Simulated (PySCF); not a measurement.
# Solvent effects on NMR parameters

Mapped SMILES: `[CH3:1][CH2:2][C:3]([C:4](=[O:5])[Cl:6])=[C:7]([CH3:8])[CH3:9]`. Each H is labelled by its parent atom.

GIAO PBE0/pcSseg-1 in PySCF 2.14.0 with density-fitted response routines on one PBE0-D3(BJ)/def2-SVP conformer, non-relativistic, equivalent nuclei averaged. Solvents enter as an IEF-PCM continuum (dichloromethane with ε = 8.9, acetone with ε = 20.5) around the gas-phase geometry. Shifts are referred to TMS computed in the same medium.

Gas phase, δ in ppm: C4 174.2, C7 170.3, C3 137.1, C9 28.1, C8 27.8, C2 27.1, C1 16.1, H(C2) 2.48, H(C9) 2.19, H(C8) 2.11, H(C1) 1.13. Dipole moment 4.20 D.

(1) How does each δ change in the continuum?

(2) Which of the listed nuclei move most (in ppm), and what does the model miss? (N and O are left out, as their reference compounds move with the solvent too.)

Results:

(1) 
```tsv
atoms	environment	Δδ, dichloromethane	Δδ, acetone
C4	carbonyl carbon	+2.0	+2.2
C7	β carbon of a C=C–C=O unit	+8.4	+9.4
C3	α carbon of a C=C–C=O unit	-0.3	-0.3
C9	allylic methyl carbon	+1.3	+1.4
C8	allylic methyl carbon	+1.4	+1.6
C2	allylic sp3 CH2	+0.5	+0.5
C1	methyl carbon	+0.3	+0.4
H(C2)	hydrogen on an allylic sp3 CH2	+0.04	+0.05
H(C9)	hydrogen on an allylic methyl carbon	+0.04	+0.04
H(C8)	hydrogen on an allylic methyl carbon	+0.19	+0.22
H(C1)	hydrogen on a methyl carbon	-0.01	-0.01
```

Changes are relative to the gas phase. The dipole moment becomes 5.40 D in dichloromethane, 5.55 D in acetone.

(2) C7 (β carbon of a C=C–C=O unit, +9.4 ppm) in acetone. A continuum only polarises the solute; specific hydrogen bonds, the anisotropy of aromatic solvents and changes of geometry or conformer are outside it.
